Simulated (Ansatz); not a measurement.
```yaml
crystal:
  periodic: [false, false, false]
  atoms:
    - {symbol: C, position_ang: [-0.356943, -3.473345, -2.769851]}
    - {symbol: C, position_ang: [0.309966, -2.057659, -2.907564]}
    - {symbol: C, position_ang: [1.103718, -1.907169, -2.087173]}
    - {symbol: C, position_ang: [0.795541, -0.445080, -1.331980]}
    - {symbol: C, position_ang: [1.560650, 0.005916, -0.552712]}
    - {symbol: C, position_ang: [1.270466, 1.493704, -0.091401]}
    - {symbol: C, position_ang: [0.252016, 1.819688, 0.597779]}
    - {symbol: C, position_ang: [-0.022624, 1.075532, 1.934043]}
    - {symbol: C, position_ang: [-1.284057, 1.365187, 2.933626]}
    - {symbol: C, position_ang: [-2.675444, 0.726184, 1.875540]}
    - {symbol: H, position_ang: [-0.353264, -4.196600, -1.692188]}
    - {symbol: H, position_ang: [-0.898387, -3.980279, -3.207607]}
    - {symbol: H, position_ang: [0.052296, -1.828608, -3.768854]}
    - {symbol: H, position_ang: [2.229494, -1.663924, -2.286833]}
    - {symbol: H, position_ang: [1.476963, -2.199050, -1.203031]}
    - {symbol: H, position_ang: [-0.293648, -0.486284, -0.859589]}
    - {symbol: H, position_ang: [0.625024, 0.595411, -2.311961]}
    - {symbol: H, position_ang: [1.502403, -0.161284, 0.653877]}
    - {symbol: H, position_ang: [2.868793, 0.556931, -0.872321]}
    - {symbol: H, position_ang: [2.180626, 2.006382, 0.789818]}
    - {symbol: H, position_ang: [1.041803, 2.411387, -0.748823]}
    - {symbol: H, position_ang: [-0.154513, 2.830267, 0.950428]}
    - {symbol: H, position_ang: [-0.735148, 1.682257, 0.007343]}
    - {symbol: H, position_ang: [0.058534, -0.307108, 1.667810]}
    - {symbol: H, position_ang: [0.675306, 1.350963, 2.645495]}
    - {symbol: H, position_ang: [-1.133329, 2.313868, 3.365896]}
    - {symbol: H, position_ang: [-1.280844, 0.710597, 3.826087]}
    - {symbol: H, position_ang: [-3.454060, 0.918609, 2.768053]}
    - {symbol: H, position_ang: [-2.786545, 1.259819, 0.847595]}
    - {symbol: H, position_ang: [-2.464687, -0.221181, 1.867045]}
basis:
  gaussian: {orbitals: def2-SVP, final_grid: {core_spheres: 8, valence_spheres: 7, degree: 23}, nuclear_model: gaussian}
hamiltonian: {xc: {name: HF}}
correlation: {method: mp2, frozen_orbitals: {C: 0}}
scf: {lower_state_search: full}
output: {forces: true}
```

```sh
$ ansatz run in.yaml --threads 4 --pin off --events-out ev --progress --plain --max-ram 46080MiB --backend cpu
```

Shortened log:

```
Functional definition: HF
Error: "frozen_orbitals" has no count for H
```

**Question.** Something in this input is off. What?

**Answer.** Frozen orbitals are typed for one element alone, and the program wants a count for each. The input was rejected before any iteration.
